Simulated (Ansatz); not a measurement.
WClH₅, SMILES [Cl][WH5], multiplicity 1.

Geometry: B3LYP-D3(BJ)/def2-TZVP. A frequency run showed that this geometry is not a minimum. The spin state was assumed, not searched. The structure was generated by enumeration; whether it is a known compound was not checked. The def2 effective core potentials stand for the cores of W; spin–orbit coupling is left out.

Two levels are set side by side: PBE/def2-TZVPD (Ansatz, an electronic-structure program) and PBE0/def2-TZVPD (Ansatz). Energy differences of separate SCF runs at the same geometry; the states with an electron removed or added have multiplicity 2 and 2. Differences are taken from unrounded values.

```tsv
quantity	PBE0	PBE	PBE minus PBE0
vertical ionisation energy (eV)	9.99	9.73	-0.26
vertical electron affinity (eV)	1.93	1.77	-0.16
vertical singlet–triplet gap (eV)	1.84	1.80	-0.04
```
